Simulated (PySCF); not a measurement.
H4Cl2F2Si3, SMILES F[SiH](F)[SiH2][SiH](Cl)Cl, CAM-B3LYP/def2-SVP optimised geometry.

```
11

Si    -1.32    -1.88    -1.84
F     -1.60    -0.88    -3.08
F     -2.75    -2.48    -1.38
Si    -0.49    -0.70     0.00
Si    -1.24    -1.88     1.87
Cl    -0.30    -1.21     3.59
Cl    -0.71    -3.85     1.53
H     -0.48    -3.00    -2.34
H      1.00    -0.70     0.00
H     -1.00     0.70     0.00
H     -2.70    -1.83     2.10
```

Density from CAM-B3LYP/def2-TZVP (PySCF) at that geometry.

Minimum of the electron density along straight lines between bonded atoms, close to the bond critical point (lines longer than 1.1 times the sum of covalent radii, or with two minima, are not listed):

```
bond     length / Å  ρ at the minimum / e bohr⁻³  ∇²ρ there / e bohr⁻⁵  position (fraction from the first atom)
-------  ----------  ---------------------------  --------------------  ---------------------------------------
Si1–F2        1.614                        0.135                  0.90                                     0.42
Si1–F3        1.618                        0.133                  0.90                                     0.42
Si1–Si4       2.340                        0.099                 -0.18                                     0.62
Si4–Si5       2.336                        0.098                 -0.18                                     0.39
Si5–Cl6       2.064                        0.099                  0.20                                     0.36
Si5–Cl7       2.072                        0.098                  0.19                                     0.36
Si1–H8        1.479                        0.129                  0.11                                     0.49
Si4–H9        1.488                        0.120                  0.15                                     0.49
Si4–H10       1.488                        0.120                  0.15                                     0.49
Si5–H11       1.479                        0.128                  0.12                                     0.49
```
